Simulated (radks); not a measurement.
The numbers below are computed, except where a source is named.
The nuclear charge of the europium ion Eu2+ is varied continuously with 61 electrons held in [Xe] 4f7. Code: a radial shooting solver on a logarithmic mesh with Libxc functionals. Model: non-relativistic Kohn-Sham, SCAN, spin-unpolarised, spherical densities, point nucleus; meta-GGA in the generalised Kohn-Sham scheme; relativity is left out, which matters for an element this heavy. By the Hellmann-Feynman theorem dE/dZ = E(electron-nucleus)/Z, the electronic potential at the nucleus.

Z = 62: E (hartree) -10038.3720; E(electron-nucleus)/Z (hartree) -384.077; HOMO 4f; e(HOMO) (eV) -4.021; <r> HOMO (bohr) 1.066
Z = 62.1: E (hartree) -10076.8214; E(electron-nucleus)/Z (hartree) -384.900; HOMO 4f; e(HOMO) (eV) -5.211; <r> HOMO (bohr) 1.040
Z = 62.2: E (hartree) -10115.3522; E(electron-nucleus)/Z (hartree) -385.721; HOMO 4f; e(HOMO) (eV) -6.489; <r> HOMO (bohr) 1.018
Z = 62.3: E (hartree) -10153.9656; E(electron-nucleus)/Z (hartree) -386.539; HOMO 4f; e(HOMO) (eV) -7.839; <r> HOMO (bohr) 0.9986
Z = 62.4: E (hartree) -10192.6603; E(electron-nucleus)/Z (hartree) -387.356; HOMO 4f; e(HOMO) (eV) -9.251; <r> HOMO (bohr) 0.9814
Z = 62.5: E (hartree) -10231.4369; E(electron-nucleus)/Z (hartree) -388.172; HOMO 4f; e(HOMO) (eV) -10.718; <r> HOMO (bohr) 0.9657
Z = 62.6: E (hartree) -10270.2942; E(electron-nucleus)/Z (hartree) -388.987; HOMO 4f; e(HOMO) (eV) -12.235; <r> HOMO (bohr) 0.9512
Z = 62.7: E (hartree) -10309.2341; E(electron-nucleus)/Z (hartree) -389.800; HOMO 4f; e(HOMO) (eV) -13.798; <r> HOMO (bohr) 0.9378
Z = 62.8: E (hartree) -10348.2547; E(electron-nucleus)/Z (hartree) -390.613; HOMO 4f; e(HOMO) (eV) -15.405; <r> HOMO (bohr) 0.9253
Z = 62.9: E (hartree) -10387.3564; E(electron-nucleus)/Z (hartree) -391.425; HOMO 4f; e(HOMO) (eV) -17.054; <r> HOMO (bohr) 0.9136
Z = 63: E (hartree) -10426.5396; E(electron-nucleus)/Z (hartree) -392.236; HOMO 4f; e(HOMO) (eV) -18.741; <r> HOMO (bohr) 0.9024
Z = 63.1: E (hartree) -10465.8036; E(electron-nucleus)/Z (hartree) -393.046; HOMO 4f; e(HOMO) (eV) -20.466; <r> HOMO (bohr) 0.8919
Z = 63.2: E (hartree) -10505.1489; E(electron-nucleus)/Z (hartree) -393.856; HOMO 4f; e(HOMO) (eV) -22.227; <r> HOMO (bohr) 0.8819
Z = 63.3: E (hartree) -10544.5750; E(electron-nucleus)/Z (hartree) -394.665; HOMO 4f; e(HOMO) (eV) -24.023; <r> HOMO (bohr) 0.8724
Z = 63.4: E (hartree) -10584.0819; E(electron-nucleus)/Z (hartree) -395.474; HOMO 4f; e(HOMO) (eV) -25.853; <r> HOMO (bohr) 0.8632
Z = 63.5: E (hartree) -10623.6696; E(electron-nucleus)/Z (hartree) -396.282; HOMO 4f; e(HOMO) (eV) -27.716; <r> HOMO (bohr) 0.8545
Z = 63.6: E (hartree) -10663.3376; E(electron-nucleus)/Z (hartree) -397.089; HOMO 4f; e(HOMO) (eV) -29.612; <r> HOMO (bohr) 0.8461
Z = 63.7: E (hartree) -10703.0876; E(electron-nucleus)/Z (hartree) -397.896; HOMO 4f; e(HOMO) (eV) -31.538; <r> HOMO (bohr) 0.8380
Z = 63.8: E (hartree) -10742.9169; E(electron-nucleus)/Z (hartree) -398.703; HOMO 4f; e(HOMO) (eV) -33.496; <r> HOMO (bohr) 0.8301
Z = 63.9: E (hartree) -10782.8282; E(electron-nucleus)/Z (hartree) -399.510; HOMO 4f; e(HOMO) (eV) -35.484; <r> HOMO (bohr) 0.8226
Z = 64: E (hartree) -10822.8195; E(electron-nucleus)/Z (hartree) -400.315; HOMO 4f; e(HOMO) (eV) -37.501; <r> HOMO (bohr) 0.8153

The central difference of E at Z = 63 is -392.236 hartree, to compare with the third column; the second derivative is -8.07 hartree.
